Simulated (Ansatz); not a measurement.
Ansatz (an electronic-structure program) input (wB97M-V/def2-TZVPD):

Ansatz 0.2 input:
```yaml
crystal:
  periodic: [false, false, false]
  atoms:
    - {symbol: C, position_ang: [1.78962156, 0.61908277, 0.11804380]}
    - {symbol: Si, position_ang: [0.52604468, -0.76064248, -0.12688847]}
    - {symbol: B, position_ang: [-1.42001655, -0.24593058, -0.05161531]}
    - {symbol: O, position_ang: [-1.96010519, 0.95970152, 0.15146122]}
    - {symbol: H, position_ang: [1.67494312, 1.38980592, -0.64607385]}
    - {symbol: H, position_ang: [1.66335669, 1.09157286, 1.09367252]}
    - {symbol: H, position_ang: [2.80775774, 0.22821959, 0.05782137]}
    - {symbol: H, position_ang: [0.72089646, -1.80907289, 0.90878621]}
    - {symbol: H, position_ang: [0.73660559, -1.40472218, -1.44999883]}
    - {symbol: H, position_ang: [-2.92499022, 0.99073549, 0.15035518]}
basis:
  gaussian:
    orbitals: def2-TZVPD
hamiltonian:
  xc: {name: wB97M-V}
magnetization: {spin_polarized: true, initial_magnetization: 1}
output: {forces: true}
```

End of the output:

```
integrals: 0.16 GiB planned
1113 factors; their error is unknown
integrals: 0.20 GiB planned
446 factors; integrals over basis functions are off by at most 1.4e-5 eV
0.37 GiB of the device are held for the grids
1.43 GiB of device memory are held for the factors and their scratch space
mean field: 1.46 GiB planned
mean field evaluation 1: about -11728.3712 eV, gradient 3.9e1 eV
mean field evaluation 2: about -11728.3505 eV, gradient 4.1e1 eV
mean field evaluation 4: about -11734.3362 eV, gradient 1.8e0 eV
mean field evaluation 8: about -11734.3794 eV, gradient 6.4e-2 eV
mean field evaluation 16: about -11734.3692 eV, gradient 3.6e-4 eV
mean field -11734.36916093 eV, -431.2301128231 hartree, gradient 4.5e-5 eV, S^2 0.752095; 0 other end points of the search recorded, 0 dependent functions left out
the calculation of the forces begins
reference -11734.36923440 eV, -431.2301155229 hartree; 20, 19 occupied and 191, 192 virtual orbitals, 1113 factors
Total energy: -11734.36923440 eV, -431.2301155229 hartree
Atom 0 at     1.789622     0.619083     0.118044 Å, force    -0.073678    -0.065034    -0.011639 eV/Å
Atom 1 at     0.526045    -0.760642    -0.126888 Å, force     0.104332     0.012790     0.002887 eV/Å
Atom 2 at    -1.420017    -0.245931    -0.051615 Å, force     0.017566     0.025977     0.004570 eV/Å
Atom 3 at    -1.960105     0.959702     0.151461 Å, force    -0.052270    -0.014467    -0.002828 eV/Å
Atom 4 at     1.674943     1.389806    -0.646074 Å, force     0.000253    -0.018105     0.013361 eV/Å
Atom 5 at     1.663357     1.091573     1.093673 Å, force     0.000466    -0.012623    -0.018624 eV/Å
Atom 6 at     2.807758     0.228220     0.057821 Å, force    -0.036958     0.001326    -0.000019 eV/Å
Atom 7 at     0.720896    -1.809073     0.908786 Å, force    -0.018278     0.053055    -0.046133 eV/Å
Atom 8 at     0.736606    -1.404722    -1.449999 Å, force    -0.018991     0.034702     0.060928 eV/Å
Atom 9 at    -2.924990     0.990735     0.150355 Å, force     0.077557    -0.017620    -0.002504 eV/Å
Dipole moment:    -0.199374     0.270899     0.045111 e Å
```

It need not be the lowest isomer of its formula.
